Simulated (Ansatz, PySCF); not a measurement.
Process, species as SMILES: Nc1ccsc1 [thiophen-3-amine] → Nc1[c]scc1 + H atom (the C-H bond at the site shown breaks; other sites are not compared here)
Each molecule is optimised on its own at B3LYP-D3(BJ)/def2-TZVP (Ansatz, a program for electronic structure), one conformer each, not searched for the lowest. Unstable Hartree-Fock reference: Nc1ccsc1. Markedly spin-contaminated UHF reference, which strains HF, MP2 and, less, CCSD(T): Nc1[c]scc1.

Property: bond dissociation energy (0 K, with B3LYP-D3(BJ) harmonic zero-point energies from PySCF), in eV. Correlated levels leave the core frozen unless marked. UHF or UKS for open shells. Spin-orbit coupling is left out. Non-relativistic. CBS(X,Y): correlation extrapolated as X^-3; Hartree-Fock from the larger set.

```csv
level,program,bond dissociation energy (eV)
PBE/def2-TZVPD,Ansatz,___
BLYP-D4/def2-TZVPD,Ansatz + dftd4,4.75
BLYP/def2-TZVPD,Ansatz,4.70
r2SCAN0-D4/def2-TZVPD,Ansatz + dftd4,___
B2GP-PLYP/def2-TZVPD,Ansatz,___
SCS-MP2/cc-pV(D+d)Z,Ansatz,5.21
CCSD/STO-3G,Ansatz,6.38
"CCSD(T)/CBS(cc-pV(T+d)Z,cc-pV(Q+d)Z)",Ansatz,5.07
```

Task: Some entries are withheld; supply them.

Result: 
- PBE/def2-TZVPD, bond dissociation energy (eV): 4.76
- r2SCAN0-D4/def2-TZVPD, bond dissociation energy (eV): 4.90
- B2GP-PLYP/def2-TZVPD, bond dissociation energy (eV): 4.99
